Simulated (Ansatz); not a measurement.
Relaxation of BCl2F (4 atoms, charge 0, multiplicity 1), to a largest force component of 0.02 eV/Å in at most 40 steps.

Theory: RKS B3LYP-D4/def2-SVP in Ansatz.

```xyz
4
Properties=species:S:1:pos:R:3
B 0.000 0.000 0.000
F 0.000 0.000 1.320
Cl 1.611 0.000 -0.930
Cl -1.611 0.000 -0.930
```

Where does it end, and by what steps?

It converged. After 4 steps the energy has fallen by 0.268 eV; Cl3 moved furthest, 0.09 Å.

```
step  energy less start (eV)  largest force component (eV/Å)  accepted
   0                  0.0000                           1.907       yes
   1                 -0.2147                           1.056       yes
   2                 -0.2660                           0.302       yes
   3                 -0.2678                           0.134       yes
   4                 -0.2680                           0.002       yes
```

```xyz
4
Properties=species:S:1:pos:R:3
B 0.000 0.000 -0.037
F 0.000 0.000 1.277
Cl 1.529 0.000 -0.890
Cl -1.529 0.000 -0.890
```

The run took 10 s on 1 thread of Arm Neoverse V1 (shared host), peak memory 0.12 GiB.
